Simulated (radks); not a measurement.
Results of a calculation; reference values are marked as such.
Neutral gadolinium inside a hard spherical wall (all orbitals vanish at R), configuration held at [Xe] 4f7 5d1 6s2 and not refilled when levels cross. Level of theory: scalar-relativistic Kohn-Sham, PBE, spin-unpolarised, spherical densities, finite nucleus; Fermi nuclear charge, rms radius 5.1569 fm (a radial shooting solver on a logarithmic mesh with Libxc functionals). Eigenvalues in eV, with the zero of energy where the potential of the charges vanishes at infinity; a dash marks a level that is unbound or too diffuse for the functional's potential to be trusted. A positive occupied level is held by the wall or, in an anion where self-interaction has pushed it up, behind a barrier. The pressure on the wall is -dE/dV.

\begin{tabular}{lrrrrrrrrr}
R (bohr) & E (hartree) & kinetic (hartree) & e(5p) & e(4f) & e(6s) & e(5d) & e(6p, empty) & e(7s, empty) & pressure (GPa) \\ \hline
free & -11270.2583 & 12100.111 & -27.266 & -8.699 & -4.126 & -2.534 & -1.333 & - & 0 \\
20 & -11270.2583 & 12100.111 & -27.266 & -8.699 & -4.126 & -2.534 & -1.333 & -0.004 & < 0.0001 \\
12 & -11270.2580 & 12100.114 & -27.235 & -8.668 & -4.103 & -2.507 & -1.249 & 1.052 & 0.00507 \\
10 & -11270.2560 & 12100.132 & -27.111 & -8.542 & -4.009 & -2.400 & -1.024 & 2.421 & 0.0535 \\
6 & -11270.1431 & 12100.688 & -24.799 & -6.141 & -1.483 & -0.244 & 3.160 & 16.866 & 7.38 \\
5 & -11269.9423 & 12101.477 & -22.797 & -3.964 & 1.862 & 1.950 & 8.148 & 30.838 & 30.9 \\
3.5 & -11268.4346 & 12107.126 & -15.139 & 4.981 & 21.497 & 12.083 & 34.373 & 93.337 & 473 \\
3 & -11266.4861 & 12114.328 & -8.113 & 13.047 & 42.490 & 21.836 & 59.959 & 147.99 & 1530 \\
1.5 & -11192.8389 & 12339.690 & 168.24 & 138.44 & 507.20 & 239.28 & 558.88 & 1057.4 & 216000 \\
\end{tabular}
